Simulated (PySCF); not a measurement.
## Working out the ionisation energy of Rh

Rh [Kr] 4d8 5s1 (4F) → Rh⁺ [Kr] 4d8 (3F). Calculation: PySCF 2.14, in def2-TZVPPD with the def2 core potential (28 electrons) (6s4p3d2f1g, 56 functions); scalar relativity through the core potential. Frozen: nothing. Energies in hartree (1 hartree = 27.21139 eV):

```csv
part,Rh (lower),Rh⁺ (upper)
UHF,-109.745327,-109.513499
CCSD correlation,-0.519615,-0.486680
(T),-0.015544,-0.012495
```

**Question.** What does Hartree-Fock give?

**Answer.** (-109.513499) − (-109.745327) = 0.231828 hartree = 6.308 eV.

**Question.** What do CCSD and CCSD(T) give?

**Answer.** The CCSD correlation energies differ by 0.032935 hartree = 0.896 eV and the triples by 0.003049 hartree = 0.083 eV, so CCSD gives 7.204 eV and CCSD(T) 7.287 eV.

Measured between the centres of the two terms (NIST): 7.479 eV, so CCSD(T) (valence and next inner shell) is off by -0.192 eV.

What remains against the reference includes basis incompleteness and higher excitations.
